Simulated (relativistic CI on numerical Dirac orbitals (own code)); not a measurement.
## Spin-allowed bands of a d3 ion in an octahedral site, by hand

Problem. A d3 ion in an octahedral site has a 4A2 ground term and spin-allowed bands at ν1 = 8500 and ν2 = 12447 cm⁻¹ (from a computed ligand-field model). Find Δ and the Racah parameter B, and predict the third band.

Working.
1. The F term splits into A2 (−1.2Δ), T2 (−0.2Δ) and T1 (+0.6Δ), so ν1 = E(T2) − E(A2) = Δ = 8500 cm⁻¹.
2. T1(F) mixes with T1(P), which lies at 15B, through an element 0.4Δ. The two roots, counted from A2, are ν2,3 = ½(15B + 3Δ) ∓ ½√[(15B − Δ)² + 12BΔ].
3. Solving the lower root for B gives B = (2ν1² + ν2² − 3ν1ν2)/(15ν2 − 27ν1) = -17970691/-42795 = 420 cm⁻¹.
4. The sum of the roots is 15B + 3Δ, so ν3 = 15B + 3ν1 − ν2 = 19352 cm⁻¹ (517 nm).

Check. The bands were computed by exact diagonalisation of the d3 shell with B = 420 and Δ = 8500 cm⁻¹, which gives ν3 = 19353 cm⁻¹. C does not enter the terms of highest spin.
